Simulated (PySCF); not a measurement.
# Polarisability and C₆ of Ar²⁺ (argon, charge +2)

[Ne] 3s2 3p4, high-spin 3P determinant. Calculation: PySCF 2.14, in aug-cc-pV(Q+d)Z with one added diffuse shell each of s, p, d, f, g type (8s7p6d4f3g, 114 functions); the non-relativistic Hamiltonian (point nucleus). Coupled (time-dependent) response in atomic units; α is the mean over directions.

```csv
method,mean α (bohr³),"α xx, yy, zz",C₆ (like pair),S(−4)
UHF,4.798,"4.866, 4.663, 4.866",16.82,5.653
PBE,4.830,"4.863, 4.764, 4.863",16.96,5.705
PBE0,4.798,"4.841, 4.712, 4.841",16.81,5.615
r2SCANh,4.796,"4.853, 4.683, 4.853",17.19,5.424
r2SCAN0,4.787,"4.845, 4.671, 4.845",17.06,5.444
```

S(−4) is the Cauchy moment in α(ω) = α(0) + S(−4) ω² + …

α(iu) at PBE0:

| u (hartree) | α(iu) (bohr³) |
| --- | --- |
| 0 | 4.798 |
| 0.0500 | 4.784 |
| 0.100 | 4.743 |
| 0.200 | 4.585 |
| 0.300 | 4.348 |
| 0.500 | 3.743 |
| 0.750 | 2.964 |
| 1.00 | 2.311 |
| 1.50 | 1.443 |
| 2.00 | 0.9652 |
| 3.00 | 0.5173 |
| 5.00 | 0.2289 |

For an ion, C₆ is the dispersion term alone; charge-induced terms of lower order in 1/R come first.

The components differ because the open shell of this determinant is not spherical; for a pure term their mean is the scalar polarisability.
